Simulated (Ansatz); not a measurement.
Gas-phase electronic energies from Ansatz, PBE0-D4/def2-TZVP geometries. CCSD(T)/CBS adds triple-zeta CCSD(T) − MP2 to the extrapolated MP2 energy (def2 sets, frozen cores). This one scheme is used for every species. DFT in def2-TZVPP. B3LYP here is the variant with VWN-RPA as its local correlation; programs differ in this. One conformer a species, not always the lowest.

`C=C(C)[SiH3]` + CH₃NH₂ → `C=C([SiH3])NC` + CH₄  (substitution at a C–C bond)

```json
{"level": "r2SCAN-D4", "ΔE (kcal/mol)": "-3.5", "difference from CCSD(T)/CBS": "-3.2"}
{"level": "B3LYP-D4", "ΔE (kcal/mol)": "-2.9", "difference from CCSD(T)/CBS": "-2.6"}
{"level": "ωB97X-V", "ΔE (kcal/mol)": "-1.6", "difference from CCSD(T)/CBS": "-1.3"}
{"level": "B2PLYP", "ΔE (kcal/mol)": "-1.4", "difference from CCSD(T)/CBS": "-1.1"}
{"level": "r2SCAN", "ΔE (kcal/mol)": "-3.3", "difference from CCSD(T)/CBS": "-3.0"}
{"level": "PBE0", "ΔE (kcal/mol)": "-1.8", "difference from CCSD(T)/CBS": "-1.5"}
{"level": "B3LYP", "ΔE (kcal/mol)": "-1.5", "difference from CCSD(T)/CBS": "-1.2"}
{"level": "HF/def2-TZVPP", "ΔE (kcal/mol)": "1.8", "difference from CCSD(T)/CBS": "2.1"}
{"level": "MP2/def2-TZVPP", "ΔE (kcal/mol)": "-1.1", "difference from CCSD(T)/CBS": "-0.8"}
{"level": "SCS-MP2/def2-TZVPP", "ΔE (kcal/mol)": "-0.2", "difference from CCSD(T)/CBS": "0.1"}
{"level": "CCSD/def2-TZVPP", "ΔE (kcal/mol)": "0.3", "difference from CCSD(T)/CBS": "0.6"}
{"level": "CCSD(T)/def2-TZVPP", "ΔE (kcal/mol)": "-0.5", "difference from CCSD(T)/CBS": "-0.2"}
{"level": "HF/def2-QZVPP", "ΔE (kcal/mol)": "1.9", "difference from CCSD(T)/CBS": "2.2"}
{"level": "MP2/def2-QZVPP", "ΔE (kcal/mol)": "-0.9", "difference from CCSD(T)/CBS": "-0.6"}
{"level": "HF/CBS(def2)", "ΔE (kcal/mol)": "1.9", "difference from CCSD(T)/CBS": "2.2"}
{"level": "CCSD/CBS(def2)", "ΔE (kcal/mol)": "0.4", "difference from CCSD(T)/CBS": "0.7"}
{"level": "CCSD(T)/CBS", "ΔE (kcal/mol)": "-0.3", "difference from CCSD(T)/CBS": "0"}
```

Largest T1 diagnostic among the species: 0.012.

In def2-TZVPP, CCSD(T) changes the Hartree–Fock value by −2.2 kcal/mol (the triples alone add −0.8 kcal/mol) and MP2 by −2.8 kcal/mol. From PBE to PBE0 (25 % exact exchange), in def2-TZVPP and without D4, ΔE moves by +1.1 kcal/mol. The D4 term adds −1.3 kcal/mol with B3LYP and −0.8 kcal/mol with PBE0; it sums over pairs of atoms, weighted by their polarisabilities, and B3LYP, whose exchange is more repulsive, gets the larger term.
